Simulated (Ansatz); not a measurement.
Consider the hydrogenolysis of the Sn–O bond: `C[O][Sn]([Cl])([Cl])[SeH]` + H₂ → `[Cl][SnH]([Cl])[SeH]` + CH₃OH.

Computed with Ansatz on PBE0-D4/def2-TZVP structures; ΔE is electronic, products minus reactants. CCSD(T)/CBS is the MP2 limit (def2-TZVPP, def2-QZVPP) plus CCSD(T) − MP2 in def2-TZVPP, frozen cores. This one scheme is used for every species. Functionals use def2-TZVPP. B3LYP here is the variant with VWN-RPA as its local correlation; programs differ in this. Elements past krypton have def2 core potentials. For Se, Sn outer-core shells are correlated without core-valence functions, which leaves a few kJ/mol of doubt a bond. Scalar relativity is left out up to krypton. One conformer a species, not always the lowest.

| level | ΔE (kJ/mol) | difference from CCSD(T)/CBS |
| --- | --- | --- |
| PBE-D4 | 8.6 | -3.8 |
| r2SCAN-D4 | 11.7 | -0.7 |
| PBE0-D4 | -1.2 | -13.6 |
| B3LYP-D4 | 9.2 | -3.2 |
| ωB97X-V | 5.2 | -7.2 |
| ωB97M-V | 3.5 | -8.9 |
| B2PLYP | 5.3 | -7.1 |
| PBE | 0.0 | -12.4 |
| r2SCAN | 9.0 | -3.4 |
| PBE0 | -9.1 | -21.5 |
| B3LYP | -4.3 | -16.7 |
| HF/def2-TZVPP | -20.0 | -32.4 |
| MP2/def2-TZVPP | 16.3 | 3.9 |
| SCS-MP2/def2-TZVPP | 11.4 | -1.0 |
| CCSD/def2-TZVPP | 0.0 | -12.4 |
| CCSD(T)/def2-TZVPP | 7.7 | -4.7 |
| HF/def2-QZVPP | -18.5 | -30.9 |
| MP2/def2-QZVPP | 19.5 | 7.1 |
| SCS-MP2/def2-QZVPP | 14.1 | 1.7 |
| HF/CBS(def2) | -18.3 | -30.7 |
| MP2/CBS(def2) | 21.0 | 8.6 |
| CCSD/CBS(def2) | 4.6 | -7.8 |
| CCSD(T)/CBS | 12.4 | 0 |

Largest T1 diagnostic among the species: 0.012.

In def2-TZVPP, CCSD(T) changes the Hartree–Fock value by +27.7 kJ/mol (the triples alone add +7.8 kJ/mol) and MP2 by +36.3 kJ/mol. From PBE to PBE0 (25 % exact exchange), in def2-TZVPP and without D4, ΔE moves by −9.1 kJ/mol.
